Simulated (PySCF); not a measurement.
Eu(NH2)3 relaxed at several levels

Computed with PySCF 2.14.0, def2-SVP on the ligands, density fitting, scalar-relativistic core potentials, no spin-orbit coupling, vacuum. Each row is relaxed at its own level from the same template. Distances are means of the shortest metal–ligand contacts, charges and spins Mulliken's; removal energies are rigid, with the ligand's formal charge and no counterpoise, so too large; for an anion taken off a cation in vacuum most of it is the attraction of opposite charges, and multiply charged cations can part far more cheaply with an electron moved from ligand to metal. lcecp potentials hold a fixed number of 4f electrons in the core, out of states, spins and gaps.

```tsv
level	basis on the metal	point group	M–NH2 (Å)	charge on M (e)	dipole (D)	removal of one NH2 (eV)	strongest infrared band, degenerate modes summed (cm⁻¹)	unstable modes (below −25 cm⁻¹)
PBE0	lcecp-1-SVP with ECP52	nearly D3h	2.210	0.92	0.05	10.47	537	0
```

Q: What does the calculation give for B3LYP, lcecp-1-SVP with ECP52?

A: point group: nearly C3v, M–NH2 (Å): 2.225, charge on M (e): 0.86, dipole (D): 0.20, removal of one NH2 (eV): 10.47, strongest infrared band, degenerate modes summed (cm⁻¹): 536, unstable modes (below −25 cm⁻¹): 0.
```xyz
10

Eu   -0.0079   -0.0094    0.0630
N     2.2157    0.0019    0.0033
H     2.8389    0.8111    0.0719
H     2.8390   -0.8022   -0.1088
N    -1.1105    1.9153    0.2309
H    -0.6971    2.8490    0.2985
H    -2.1217    2.0723    0.2346
N    -1.1144   -1.9213   -0.2088
H    -2.1275   -2.0622   -0.2445
H    -0.7146   -2.8545   -0.3401
```

Moved off a saddle point of the template and relaxed again: B3LYP, PBE0. One start shape was tried for each, so a minimum needn't be the lowest isomer.
